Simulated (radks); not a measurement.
Values are calculated unless marked as measured or tabulated.
Spin polarisation of the 2p3 shell in N. Start: [He] 2s2 2p(up 1.5, down 1.5); electrons of 2p are moved from spin down to spin up, other shells keep equal spins. Code: a radial shooting solver on a logarithmic mesh with Libxc functionals. Model: non-relativistic Kohn-Sham, r2SCAN, spin-polarised, spherical densities, point nucleus; meta-GGA in the generalised Kohn-Sham scheme.

moment (Bohr magnetons)	E - E(0) (eV)	e(2p up) (eV)	e(2p down) (eV)	2s down minus up (eV)	1s down minus up (eV)
0	0.000	-7.201	-7.201	0.000	0.000
0.75	-0.268	-7.848	-6.418	1.474	0.508
1.5	-1.074	-8.362	-5.488	2.977	1.008
2.25	-2.426	-8.723	-4.388	4.537	1.489
3	-4.321	-8.896	-3.150	6.160	1.933

At moment 3 the spin-polarisation energy is -4.321 eV and the 2p exchange splitting 5.746 eV, that is 1.915 eV per Bohr magneton; E = -I m^2/4 would give I = 1.921 eV.
